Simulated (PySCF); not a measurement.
F₃Sb, charge -1, multiplicity 2. Atoms are numbered in the order given.

```xyz
4

Sb     0.0000     0.0000    -0.2587
F      0.0000    -2.1197    -0.1400
F      0.0000     0.0000     1.7458
F      0.0000     2.1197    -0.1400
```
Charge -1, spin multiplicity 2.

Geometry: B3LYP-D3(BJ)/def2-SVPD. The multiplicity is an assumed one; other spin states were not compared. The isomer is the one that the SMILES or the coordinates give; other isomers of the formula were not compared. The def2 effective core potentials stand for the cores of Sb; spin–orbit coupling is left out.

These are CAM-B3LYP/def2-TZVPD run with PySCF values and carry that method's errors.

Gas-phase values at a fixed geometry.

- total energy: -539.99809 hartree
- point group: C2v
- α spin, highest occupied and lowest empty level: -2.19 and 4.21 eV
- β spin, highest occupied and lowest empty level: -4.62 and 2.96 eV
- dipole moment about the centre of nuclear charge: 2.40 D
- mean static polarisability: 56.3 bohr³ (8.34 Å³)
- polarisability, principal values: 52.6, 53.9, 62.4 bohr³
- ⟨S²⟩: 0.755 (pure state 0.75)
